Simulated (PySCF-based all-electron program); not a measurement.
# Bond force of LiRb, singlet

All-electron Kohn–Sham DFT on the free molecule, computed near the basis limit with an in-house program on PySCF integrals; Koelling–Harmon scalar relativity, no spin–orbit coupling, spin-restricted. Forces are good to about 0.002 eV/Å. In part, the state lies near an instability. A positive force pushes the atoms apart.

```csv
r (Å),PBE (eV/Å)
2.776,1.109
2.9495,?
3.123,0.450
3.470,?
3.817,?
```

Fill in the missing PBE forces.

2.9495 Å: 0.746 eV/Å; 3.470 Å: 0.039 eV/Å; 3.817 Å: -0.189 eV/Å.

Fit a Morse curve to the forces within 0.84 to 1.25 of the listed length with the smallest force. Where does the force vanish, what is the force constant, and what harmonic wavenumber follows with standard atomic masses?

PBE: 3.516 Å, 0.8 eV/Å², about 190 cm⁻¹. The points are far apart, so these are estimates.
